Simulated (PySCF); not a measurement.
A calculated (B2PLYP, PySCF 2.14, aug-cc-pV(T+d)Z, the non-relativistic Hamiltonian (point nucleus)) atom or ion has these occupied shells.

```tsv
shell	electrons	orbital energy (eV)	rms radius, mean of both spins (bohr)
1s α	1	-2831.0	0.106
1s β	1	-2830.1	0.106
2s α	1	-299.15	0.483
2s β	1	-298.32	0.483
2p α	3	-235.10	0.453
2p β	3	-233.69	0.453
3s α	1	-52.180	1.56
3s β	1	-45.030	1.56
3p α	3	-36.568	1.72
```

Q: Name the element and its charge.

A: Cl(2+) (chlorine, charge +2), in [Ne] 3s2 3p3, high-spin 4S determinant.
